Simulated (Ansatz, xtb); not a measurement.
## Two isomers of C6H4S

Structure X: `C=CC#CC=C=S`, a singlet. Structure Y: `C#CC#CC(C)=S`, a singlet. Both are isolated molecules in the gas phase, relaxed with PBE0-D3(BJ)/def2-SVP.

Task: Which of the two would you expect CCSD(T)/def2-SVP + ΔMP2/def2-TZVPP electronic energies to favour?

Result: Structure X; the calculation gives E(Y) − E(X) = +0.361 eV.

The same difference at several levels:

| level | geometry | E(Y) − E(X) (eV) | departure from the last row (eV) | job, with rough time for the two |
| --- | --- | --- | --- | --- |
| GFN2-xTB | GFN2-xTB | +0.072 | −0.289 | optimisation, 0.2 s |
| HF/STO-3G | GFN2-xTB | +0.136 | −0.225 | single point, 0.46 s |
| r2SCAN-D4/def2-SVP | GFN2-xTB | +0.408 | +0.047 | single point, 4.9 s |
| PBE0-D3(BJ)/def2-SVP | PBE0-D3(BJ)/def2-SVP | +0.430 | +0.070 | optimisation, 50 s |
| HF/def2-SVP | PBE0-D3(BJ)/def2-SVP | +0.429 | +0.068 | part of the CCSD(T) run |
| MP2/def2-SVP | PBE0-D3(BJ)/def2-SVP | +0.195 | −0.165 | part of the CCSD(T) run |
| CCSD(T)/def2-SVP | PBE0-D3(BJ)/def2-SVP | +0.333 | −0.028 | single point |
| CCSD(T)/def2-SVP + ΔMP2/def2-TZVPP | PBE0-D3(BJ)/def2-SVP | +0.361 |  | single point, 77 s |

As drawn, Y has 1 C≡C, 1 C–C in place of 2 C=C.

None of the levels shown reverses the order. The largest departure from CCSD(T)/def2-SVP + ΔMP2/def2-TZVPP is that of GFN2-xTB, 0.289 eV. The last row adds to CCSD(T) the change of the MP2 difference between the two basis sets, here +0.028 eV.

With thermal terms from frequencies at re-optimised GFN2-xTB minima (ideal gas, soft modes damped towards free rotors, one conformer each, 298.15 K, 1 atm): on the last row, ΔE + ΔZPE = +0.356, ΔH = +0.364, ΔG = +0.348 eV.

The correlated steps freeze 11 core orbitals. Programs: Ansatz 0.2.0, xtb 6.7.1; the last row on 2 threads of Arm Neoverse V1 on a shared host.
